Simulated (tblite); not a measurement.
Problem. Write Cartesian coordinates for `[N]=CC1[SiH2]C[SiH2]1` [radical] as optimised with GFN2-xTB. (Doublet state.)

Solution. 
```
atom  x, y, z in Å
N1    -1.4849   -1.4885    1.5199
C2    -1.5556   -1.2697    0.3192
C3    -0.5624   -0.5918   -0.5608
Si4   -0.5341    1.3273   -0.2763
C5     1.2767    1.1266    0.3095
Si6    1.2636   -0.7755    0.0424
H7    -2.4591   -1.5704   -0.2371
H8    -0.7459   -0.8738   -1.5975
H9    -1.4840    1.7848    0.7323
H10   -0.7092    2.0625   -1.5321
H11    1.4385    1.4237    1.3418
H12    2.0074    1.6645   -0.2882
H13    1.4021   -1.5890    1.2408
H14    2.1462   -1.2312   -1.0360
```

Orientation and origin are arbitrary. Atoms count from 1 in this order. Si4 (silicon bonded to 2 C and 2 H) has angles from 87.4° to 115.9°. The 4-membered ring C3–Si4–C5–Si6 has internal angles of 87.4° to 93.1° (sum 360°, against 360° for a flat polygon); it is planar, 0.00 Å rms from its mean plane, widest ring torsion 0°. The C–Si distances run from 1.914 Å (Si4–C5, drawn single) to 1.940 Å (C3–Si4, drawn single), a spread of 0.026 Å. C2 (carbon bonded to C, N and H) is planar (angles 128.5°, 119.6° and 111.9°, sum 360.0°, 0.01 Å off the plane of its three neighbours).

Bonds between heavy atoms (Å): N1=C2 1.223, C2–C3 1.490, C3–Si4 1.940, Si4–C5 1.914, C5–Si6 1.921, C3–Si6 1.932.

The geometry is computed with GFN2-xTB (gas phase). This method treats the open shell by occupation alone, without spin polarisation.

Point group: C1 (no symmetry element, even within 0.4 Å). Its GFN2-xTB frequencies are all real (lowest 35 cm⁻¹). Torsions: N1–C2–C3–Si4 -74°. 3 starts were optimised and ended at 0.00, 0.02 and 0.12 kcal/mol (GFN2-xTB); the lowest of these is shown.

One conformer stands for the species.
